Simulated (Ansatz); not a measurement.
Reaction (redistribution): `CB(C)[SiH2]Cl` + `CC[NH][SnH3]` → `C[B](C)[SnH3]` + `CCN[SiH2]Cl`

Program: Ansatz. Geometries: PBE0-D4/def2-TZVP. ΔE: electronic, gas phase. CCSD(T)/CBS adds triple-zeta CCSD(T) − MP2 to the extrapolated MP2 energy (def2 sets, frozen cores). Functionals use def2-TZVPP. def2 core potentials past Kr. For Sn outer-core shells are correlated without core-valence functions, which leaves a few kJ/mol of doubt a bond. Each species was taken in one conformer, which may not be the lowest.

(1) Is it downhill or uphill in electronic energy at CCSD(T)/CBS, and by how much? (Estimate.)

(2) What do these levels give: r2SCAN-D4, ωB97X-V, ωB97M-V, B2PLYP, r2SCAN, PBE0, HF/def2-TZVPP, MP2/def2-TZVPP, SCS-MP2/def2-TZVPP, HF/def2-QZVPP, SCS-MP2/def2-QZVPP, HF/CBS(def2)? (Estimate.)

Largest T1 diagnostic among the species: 0.012.

Results:

(1) Ansatz gave: Downhill: ΔE = -0.92 eV.

(2) Ansatz gave: r2SCAN-D4 -0.91, ωB97X-V -0.88, ωB97M-V -0.95, B2PLYP -0.92, r2SCAN -0.91, PBE0 -0.89, HF/def2-TZVPP -0.94, MP2/def2-TZVPP -0.97, SCS-MP2/def2-TZVPP -0.93, HF/def2-QZVPP -0.94, SCS-MP2/def2-QZVPP -0.93, HF/CBS(def2) -0.94 eV.

From PBE to PBE0 (25 % exact exchange), in def2-TZVPP and without D4, ΔE moves by −0.05 eV.
